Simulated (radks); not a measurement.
Q: Valence configurations of neutral aluminium (all share [Ne]). Calculated with a radial shooting solver on a logarithmic mesh with Libxc functionals: scalar-relativistic Kohn-Sham, r2SCAN, spin-polarised, spherical densities, finite nucleus; open shells are filled with parallel spins first; meta-GGA in the generalised Kohn-Sham scheme; Fermi nuclear charge, rms radius 3.061 fm. Order these by energy: 3s0.5 3p2.5; 3s2 3p1; 3s1.5 3p1.5; 3p3; 3s1 3p2.

A: From the lowest, in eV above it: 3s2 3p1 0.000; 3s1.5 3p1.5 1.872; 3s1 3p2 3.049; 3s0.5 3p2.5 5.893; 3p3 8.735. NIST lists [Ne] 3s2 3p1 as the ground configuration; this level of theory agrees among the configurations tried. The energies are those of spherical high-spin densities, not of single terms.
